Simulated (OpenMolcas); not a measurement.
# Sc II: CASPT2 settings compared

| Item | Value |
| --- | --- |
| Program | OpenMolcas |
| Basis | ANO-RCC-VQZP [7s6p4d3f2g1h] |
| Scalar Hamiltonian | DKH4, point nucleus |
| Active space | 2 electrons in 6 orbitals (3d 4s) |
| State averaging | 2S+1 = 3 even, 15 roots; 2S+1 = 1 even, 20 roots kept (CI in the orbitals of an earlier block) |
| Spin-orbit coupling | state interaction with AMFI integrals over the reference wave functions, term energies averaged over their components |

Methods on the same reference wave functions:
A. CASSCF
B. SS-CASPT2, IPEA 0.5 Eh, imaginary shift 0.1 Eh (closed shells correlated: none)
C. SS-CASPT2, IPEA 0.75 Eh, imaginary shift 0.1 Eh (closed shells correlated: 3s 3p)
D. MS-CASPT2, IPEA 0.75 Eh, imaginary shift 0.1 Eh (closed shells correlated: 3s 3p)
E. MS-CASPT2, IPEA 0.5 Eh, imaginary shift 0.1 Eh (closed shells correlated: none)
F. XMS-CASPT2, IPEA 0.2 Eh, sigma2 regulariser 0.15 Eh (closed shells correlated: 3s 3p)

Energies in cm⁻¹ above 3d 4s ³D₁, the measured ground level; measured values from NIST Handbook of Basic Atomic Spectroscopic Data.

```csv
Level,A,B,C,D,E,F,Measured
3d 4s ³D₁,0.0,0.0,0.0,0.0,0.0,0.0,0.0
3d 4s ³D₃,160,160,160,160,160,160,178
3d² ³F₂,5460,6000,4340,4340,6000,7170,4803
3d² ³F₃,5556,6100,4440,4440,6100,7260,4884
3d² ³F₄,5683,6230,4570,4570,6230,7390,4988
3d² ³P₀,15408,14530,13240,13240,14530,14420,12074
3d² ³P₁,15441,14560,13240,13240,14560,14450,12102
3d² ¹G₄,18283,16230,13670,13670,16230,16230,14261
4s² ¹S₀,18669,16220,13110,13110,16220,10600,11736
```

F puts 3d 4s ¹D₂ [54 %] lowest.

Deviations, from unrounded energies. A percentage is the sum of absolute deviations over the sum of measured energies, with the sign that they share, or ± where signs differ.

```csv
Against measurement,Levels,A,B,C,D,E,F
mean absolute deviation (cm-1),8,2500,1900,700,700,1900,1900
fine structure of the ground term (%),1,-9.8,-9.8,-9.8,-9.8,-9.8,-9.8
other configurations (%),7,+30.3,+23.2,±8.6,±8.6,+23.2,±23.1
```

C, D lie about equally close to measurement and A furthest from it. The largest miss of C in the table is 4s² ¹S₀, by +1400 cm-1. The ranking rests on the paired levels alone, and a cruder setting can come out closer through cancelling errors.

Among B to F the level of the table that moves most is 4s² ¹S₀, by 5600 cm-1 (lowest in F, highest in E). Moves below CASPT2's spread within the term are not significant.

The mean deviations of B to F differ by less than CASPT2's widest spread within a term (2000 cm-1), so their order carries little weight.

The lowest spin-free term lies below A's lowest term by 0.011 hartree in B, 0.318 hartree in C, 0.318 hartree in D, 0.011 hartree in E, 0.345 hartree in F.

CASPT2 does not keep the components of a term degenerate, so their means are used; among the terms shown or strongly mixed into the levels shown the widest spread is 2000 cm-1 (3d² ³F, F). Over all roots computed the reference weight is 0.84 to 0.93 in F; the roots of lowest weight are the least certain, and an intruder state may touch them. Terms from blocks run as CI alone lack orbitals of their own. A single d shell beside an s shell can misplace configurations of different d count against each other. The CASPT2 spread within a term exceeds the gap to the next term for 4s² ¹S and 3d² ¹G, so the order of their levels is uncertain (figures for B; the like holds for D, E). Without dynamic correlation excited terms often stand tens of per cent too high (terms of higher spin than the ground term too low), and those without a measured partner can miss by more than the paired ones (holds for A). Some levels mix across a computed gap that differs much from the measured one, so their mixing is not that of the real levels (holds for C; D). The lowest computed level is not the ground level that NIST lists (3D1) (holds for F). Computed and measured levels are paired by configuration, term and J; levels that our copy of the source lacks, or whose pairing is in doubt (as where it misses far off the trend of its configuration), stay unpaired and out of the deviations. Levels of configurations outside the active space are missing. The table leaves out levels that lie high or whose names do not pair safely across all columns.

A share in square brackets marks a mixed level and gives the weight of the term that names it, the lowest over the columns.
